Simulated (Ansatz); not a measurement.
Ga(H)(Cl)(vinyl) (C2H4ClGa), SMILES [CH]([GaH][Cl])=C.

Geometry: TPSSh-D3(BJ)/def2-SVP. The values are those of a single conformer.

Two levels are set side by side: PBE/def2-SVPD (Ansatz, a first-principles code) and CAM-B3LYP/def2-SVPD (Ansatz). Energy differences of separate SCF runs at the same geometry; the states with an electron removed or added have multiplicity 2 and 2. Differences are taken from unrounded values.

| quantity | PBE |
|---|---|
| vertical ionisation energy (eV) | 9.93 |
| vertical singlet–triplet gap (eV) | 3.91 |

Q: These are the PBE values. What does CAM-B3LYP give? (Estimate from the structure and the level; the computed values follow.)

A: 
```json
[
 {"quantity": "vertical ionisation energy (eV)", "CAM-B3LYP": "10.53", "PBE minus CAM-B3LYP": "-0.60"},
 {"quantity": "vertical singlet–triplet gap (eV)", "CAM-B3LYP": "3.91", "PBE minus CAM-B3LYP": "0.00"}
]
```
